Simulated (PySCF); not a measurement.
# Exercise with solution: chemical shift, span and skew from a shielding tensor

C5H5F, SMILES FC1=CC=CC1. Atoms are numbered in the order given.

```xyz
11

F      0.0005     2.0542     0.0000
C     -0.0672     0.7241     0.0000
C     -1.1791    -0.0380     0.0000
C     -0.7401    -1.4422     0.0000
C      0.6110    -1.5114     0.0000
C      1.1754    -0.1140     0.0000
H     -2.2083     0.3183     0.0000
H     -1.4249    -2.2919     0.0000
H      1.2211    -2.4142     0.0000
H      1.8040     0.0943     0.8854
H      1.8040     0.0943    -0.8854
```
Charge 0, spin multiplicity 1.

Coordinates come from a B3LYP-D3(BJ)/def2-SVP optimisation. Other conformers were not sampled.

GIAO shieldings from PySCF with PBE/pcSseg-1, non-relativistic, no solvent. The symmetric part of the tensor of C2 has the principal values -78.1, 31.4, 47.2 ppm. The same nucleus in TMS has σ = 182.0 ppm at this level (PySCF, at its B3LYP-D3(BJ)/def2-TZVP geometry).

Problem. Work out the isotropic shielding, the ¹³C shift against TMS, the span and the skew.

Solution. 
σ(iso) = (σ11 + σ22 + σ33)/3 = 0.2 ppm. δ = σ(ref) − σ(iso) = 182.0 − (0.2) = 181.8 ppm.
Span Ω = σ33 − σ11 = 125.3 ppm. Skew κ = 3(σ(iso) − σ22)/Ω = -0.75. Tumbling in solution averages the tensor to δ; in a static solid the shielding alone would spread this spin-1/2 line over Ω.
